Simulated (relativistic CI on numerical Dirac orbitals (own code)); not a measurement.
# Level scheme of Os73+

Calculated at this level of theory: Dirac-Coulomb-Breit CI, KLI orbitals optimised for each configuration, model QED, unscaled Slater integrals (own radial code, finite nucleus).

Configuration list (outside the closed core 1s2): 2s, 2p, 3s, 3p, 3d, 4s, 4p, 4d, 4f, 5s, 5p, 5d, 5f, 5g. Levels of other configurations are missing.

The lowest level is 2s 2S_1/2, with 100 % of that term; Hund's rules for 2s give 2S with J = 1/2, in agreement.

| No. | Configuration | Term | J | E (eV) | % | Lifetime (s) | jj configuration (%) |
| --- | --- | --- | --- | --- | --- | --- | --- |
| 1 | 2s | 2S | 1/2 | 0.0 | 100 |  | 2s (100) |
| 2 | 2p | 2P° | 1/2 | 203.2 | 100 | 9.10e-11 | 2p1/2 (100) |
| 3 | 2p | 2P° | 3/2 | 1901.5 | 100 | 9.45e-14 | 2p3/2 (100) |
| 4 | 3s | 2S | 1/2 | 11857.4 | 100 | 2.80e-15 | 3s (100) |
| 5 | 3p | 2P° | 1/2 | 11912.0 | 100 | 1.18e-15 | 3p1/2 (100) |
| 6 | 3p | 2P° | 3/2 | 12418.6 | 100 | 1.72e-15 | 3p3/2 (100) |
| 7 | 3d | 2D | 3/2 | 12430.8 | 100 | 4.62e-16 | 3d3/2 (100) |
| 8 | 3d | 2D | 5/2 | 12572.3 | 100 | 5.17e-16 | 3d5/2 (100) |
| 9 | 4s | 2S | 1/2 | 15912.5 | 100 | 4.20e-15 | 4s (100) |
| 10 | 4p | 2P° | 1/2 | 15934.5 | 100 | 2.04e-15 | 4p1/2 (100) |
| 11 | 4p | 2P° | 3/2 | 16146.7 | 100 | 2.79e-15 | 4p3/2 (100) |
| 12 | 4d | 2D | 3/2 | 16151.9 | 100 | 1.06e-15 | 4d3/2 (100) |
| 13 | 4d | 2D | 5/2 | 16211.9 | 100 | 1.20e-15 | 4d5/2 (100) |
| 14 | 4f | 2F° | 5/2 | 16212.1 | 100 | 2.28e-15 | 4f5/2 (100) |
| 15 | 4f | 2F° | 7/2 | 16241.1 | 100 | 2.37e-15 | 4f7/2 (100) |
| 16 | 5s | 2S | 1/2 | 17754.1 | 100 | 6.72e-15 | 5s (100) |
| 17 | 5p | 2P° | 1/2 | 17765.0 | 100 | 3.50e-15 | 5p1/2 (100) |
| 18 | 5p | 2P° | 3/2 | 17872.9 | 100 | 4.64e-15 | 5p3/2 (100) |
| 19 | 5d | 2D | 3/2 | 17875.5 | 100 | 2.02e-15 | 5d3/2 (100) |
| 20 | 5d | 2D | 5/2 | 17906.3 | 100 | 2.29e-15 | 5d5/2 (100) |
| 21 | 5f | 2F° | 5/2 | 17906.4 | 100 | 4.36e-15 | 5f5/2 (100) |
| 22 | 5g | 2G | 7/2 | 17921.3 | 100 | 7.60e-15 | 5g7/2 (100) |
| 23 | 5f | 2F° | 7/2 | 17921.3 | 100 | 4.53e-15 | 5f7/2 (100) |
| 24 | 5g | 2G | 9/2 | 17930.1 | 100 | 7.72e-15 | 5g9/2 (100) |

Energies count from the lowest computed level; ° marks odd parity; lifetimes are radiative, by E1, M1, E2, M2 decay to levels of this space only. Filled j subshells are mostly left out of the jj labels.

The mean weight of the leading LS term, summed over parents, in these 24 levels is 100 %, and that of the leading jj configuration (from the same eigenvectors) 100 %.

At this charge energies of transitions that change n are usually good to better than 1 %, and those within a shell (Δn = 0) to a few per cent.
